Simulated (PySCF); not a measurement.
SnHFBr2, SMILES [F][SnH]([Br])[Br]. Atoms are numbered in the order given.

```xyz
5

Sn     0.3149    -0.6275     0.0000
F     -1.0170    -2.0264     0.0000
Br    -0.1206     0.7282    -2.0197
Br    -0.1206     0.7282     2.0197
H      1.8526    -1.3590     0.0000
```

Geometry optimised at r2SCAN-D4/def2-SVP. The structure was generated by enumeration; whether it is a known compound was not checked. The def2 effective core potentials stand for the cores of Sn; spin–orbit coupling is left out.

The numbers are results of PBE0/def2-TZVP run with PySCF, not measurements.

The molecule is in vacuum.

```json
{
 "total_energy": "-5462.54062 hartree",
 "point_group": "Cs",
 "highest_occupied_level": "-8.90 eV",
 "lowest_empty_level": "-2.68 eV",
 "orbital_gap": "6.22 eV",
 "dipole_moment": "2.37 D",
 "quadrupole, principal values (traceless, Buckingham form, about the centre of nuclear charge)": "-7.43, 0.74, 6.69 D·Å",
 "mean_static_polarisability": "76.3 bohr³ (11.31 Å³)",
 "polarisability_principal_values": "59.4, 73.4, 96.2 bohr³"
}
```
